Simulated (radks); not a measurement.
All-electron atom: Br II in [Ar] 3d10 4s2 4p4. Calculated with a radial shooting solver on a logarithmic mesh with Libxc functionals: non-relativistic Kohn-Sham, PBE, spin-polarised, spherical densities, point nucleus; open shells are filled with parallel spins first.

Normalised radial functions P(r) = r R(r), r in bohr:

r	3d up	3d down	4s up
0.004205	0.0000	0.0000	0.0623
0.005475	0.0001	0.0001	0.0774
0.007187	0.0002	0.0002	0.0953
0.009358	0.0005	0.0005	0.1142
0.01228	0.0011	0.0011	0.1337
0.01599	0.0024	0.0024	0.1496
0.02099	0.0051	0.0051	0.1579
0.02734	0.0105	0.0105	0.1514
0.03588	0.0216	0.0216	0.1214
0.04672	0.0425	0.0425	0.0626
0.06133	0.0824	0.0825	-0.0297
0.07986	0.1505	0.1507	-0.1383
0.1048	0.2660	0.2664	-0.2368
0.1365	0.4347	0.4353	-0.2691
0.1792	0.6674	0.6684	-0.1858
0.2333	0.9257	0.9270	0.0167
0.3062	1.1650	1.1664	0.2754
0.3987	1.2923	1.2938	0.4288
0.5233	1.2506	1.2520	0.3426
0.6815	1.0445	1.0455	0.0064
0.8945	0.7335	0.7329	-0.4516
1.165	0.4328	0.4300	-0.7898
1.529	0.2012	0.1973	-0.8732
1.991	0.0726	0.0701	-0.6950
2.613	0.0176	0.0168	-0.3967
3.402	0.0028	0.0027	-0.1634
4.466	0.0002	0.0002	-0.0436
5.815	0.0000	0.0000	-0.0073

3d up: eigenvalue -79.526 eV, 0 radial nodes, <r> = 0.588 bohr, 90 % of the charge inside 0.969 bohr. 3d down: eigenvalue -79.282 eV, 0 radial nodes, <r> = 0.587 bohr, 90 % of the charge inside 0.965 bohr. 4s up: eigenvalue -30.377 eV, 3 radial nodes at r = 0.0567, 0.229, 0.684 bohr, <r> = 1.66 bohr, 90 % of the charge inside 2.45 bohr.
